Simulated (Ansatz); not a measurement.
Cost and result for the atomization energy of CH7FNPSi, SMILES `C[SiH](F)PN` (12 atoms, 11 bonds).

Cartesian coordinates in Å:
```
C -0.370 -0.300 -2.073
Si 0.286 -0.617 -0.364
F 1.822 -0.130 -0.294
P -0.919 0.472 1.178
N 0.164 0.337 2.492
H -0.373 0.767 -2.306
H -1.394 -0.673 -2.160
H 0.242 -0.813 -2.819
H 0.301 -2.067 -0.040
H -0.646 1.761 0.612
H -0.223 0.591 3.387
H 1.109 0.673 2.385
```

The species carries charge 0 and has multiplicity 1. Geometry: relaxed with PBE0-D4/def2-TZVP. It is one conformer, not always the lowest. Program: Ansatz. All runs use 4 threads of an Intel Xeon Platinum 8559C on a shared host. Times are those of one run each, without the atoms' runs, and a repeat can differ threefold. Electronic energies, without spin–orbit coupling; frozen cores. CCSD(T)/CBS adds CCSD(T) − MP2 in def2-TZVPP to the MP2 limit, and its time is that of the two runs behind it. T1 = 0.012. B3LYP takes the VWN-RPA correlation (the form of Gaussian; ORCA's B3LYP/G).

CCSD(T)/CBS is a level of theory with its own doubt, some kJ/mol a heavy atom from the limit and from the frozen cores, so smaller differences don't rank the functionals.

```
                             level  functions  wall time
   PBE-D4/def2-TZVPP (with forces)        275      1.6 s
                PBE0-D4/def2-TZVPP        275      1.9 s
r2SCAN-D4/def2-TZVPP (with forces)        275      2.5 s
 B3LYP-D4/def2-TZVPP (with forces)        275        3 s
                 B2PLYP/def2-TZVPP        275      3.6 s
                ωB97X-V/def2-TZVPP        275      4.5 s
  ωB97M-V/def2-TZVPP (with forces)        275      6.5 s
                    MP2/def2-QZVPP        521       16 s
                CCSD(T)/def2-TZVPP        275       86 s
                 CCSD(T)/CBS(def2)          –      100 s
```

What atomization energy does each give, and how far from CCSD(T)/CBS? (Estimate.)

Ansatz gave: 
```json
{"level": "PBE-D4/def2-TZVPP (with forces)", "atomization (kcal/mol)": "1009.7", "difference from CCSD(T)/CBS": "12.5", "per bond": "1.1"}
{"level": "PBE0-D4/def2-TZVPP", "atomization (kcal/mol)": "993.1", "difference from CCSD(T)/CBS": "-4.1", "per bond": "-0.4"}
{"level": "r2SCAN-D4/def2-TZVPP (with forces)", "atomization (kcal/mol)": "994.9", "difference from CCSD(T)/CBS": "-2.3", "per bond": "-0.2"}
{"level": "B3LYP-D4/def2-TZVPP (with forces)", "atomization (kcal/mol)": "999.9", "difference from CCSD(T)/CBS": "2.7", "per bond": "0.2"}
{"level": "B2PLYP/def2-TZVPP", "atomization (kcal/mol)": "984.9", "difference from CCSD(T)/CBS": "-12.3", "per bond": "-1.1"}
{"level": "ωB97X-V/def2-TZVPP", "atomization (kcal/mol)": "1005.7", "difference from CCSD(T)/CBS": "8.5", "per bond": "0.8"}
{"level": "ωB97M-V/def2-TZVPP (with forces)", "atomization (kcal/mol)": "1003.4", "difference from CCSD(T)/CBS": "6.2", "per bond": "0.6"}
{"level": "MP2/def2-QZVPP", "atomization (kcal/mol)": "993.0", "difference from CCSD(T)/CBS": "-4.2", "per bond": "-0.4"}
{"level": "CCSD(T)/def2-TZVPP", "atomization (kcal/mol)": "965.6", "difference from CCSD(T)/CBS": "-31.6", "per bond": "-2.9"}
{"level": "CCSD(T)/CBS(def2)", "atomization (kcal/mol)": "997.2", "difference from CCSD(T)/CBS": "0.0", "per bond": "0.0"}
```

From PBE to PBE0 (25 % exact exchange), in def2-TZVPP and without D4, the atomization energy moves by −15.7 kcal/mol: exact exchange takes away binding that semilocal exchange gives to molecules. In def2-TZVPP, CCSD(T) changes the Hartree–Fock value by +254.0 kcal/mol (the triples alone add +13.5 kcal/mol) and MP2 by +262.5 kcal/mol; breaking electron pairs costs correlation energy, which Hartree–Fock lacks. The D4 term adds +10.2 kcal/mol with B3LYP and +5.4 kcal/mol with PBE0; it sums over pairs of atoms, weighted by their polarisabilities, and B3LYP, whose exchange is more repulsive, gets the larger term.
